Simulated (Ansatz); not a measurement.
`C[N](C)[InH2]` + `C[NH][GeH3]` → `C[N]([GeH3])[InH2]` + `CNC` at 500 K and 1 bar (ligand exchange at the In–N bond).

Calculated with Ansatz (gas phase, PBE0-D4/def2-TZVP geometries, no zero-point term in ΔE). CBS: MP2 limit from def2 TZ/QZ plus the TZ coupled-cluster correction, frozen cores. Elements past krypton have def2 core potentials. For Ge, In outer-core shells are correlated without core-valence functions, which leaves a few kJ/mol of doubt a bond. Scalar relativity is left out up to krypton.

```json
{"species": "`C[N](C)[InH2]`", "CCSD(T)/CBS energy (Eh)": "-325.40049", "H − E (kJ/mol)": "291.6", "S (J/(mol·K))": "403.4"}
{"species": "`C[NH][GeH3]`", "CCSD(T)/CBS energy (Eh)": "-2173.06430", "H − E (kJ/mol)": "241.1", "S (J/(mol·K))": "362.9"}
{"species": "`C[N]([GeH3])[InH2]`", "CCSD(T)/CBS energy (Eh)": "-2363.46641", "H − E (kJ/mol)": "260.2", "S (J/(mol·K))": "456.6"}
{"species": "`CNC`", "CCSD(T)/CBS energy (Eh)": "-135.00321", "H − E (kJ/mol)": "273.8", "S (J/(mol·K))": "313.8"}
```

H − E and S are ideal-gas, rigid-rotor, harmonic terms from PBE0-D4/def2-TZVP, for one conformer and one mirror image of each species. 1 Eh = 2625.50 kJ/mol, R = 8.31446 J/(mol·K).

**Question.** By hand: ΔE, ΔH, ΔS and ΔG.

**Answer.** ΔE = (-2363.46641) + (-135.00321) − (-325.40049) − (-2173.06430) = -0.00483 Eh = -12.7 kJ/mol. Δ(H − E) = 260.2 + 273.8 − 291.6 − 241.1 = 1.3, so ΔH = -11.4 kJ/mol. ΔS = 456.6 + 313.8 − 403.4 − 362.9 = 4.1 J/(mol·K). ΔG = -11.4 − 500 × (4.1)/1000 = -13.4 kJ/mol.

**Question.** By hand: the equilibrium constant, and the temperature at which ΔG would vanish if ΔH and ΔS stayed fixed.

**Answer.** log₁₀ K = −ΔG/(RT ln 10) = 1.4. ΔH and −TΔS have one sign here, so there is no such temperature. One of them is within its doubt of zero, so this could turn.

The number of gas molecules stays the same, so ΔS is small and ΔH decides. A doubt of 5 kJ/mol in ΔE shifts log₁₀ K by 0.5 here. Other conformers and mirror images would add mixing entropy, several J/(mol·K) or more a flexible species. These are equilibria of isolated gas molecules and say nothing of rates. Largest T1 diagnostic: 0.017 (customary marks: 0.02 for closed shells, 0.045 for open ones).
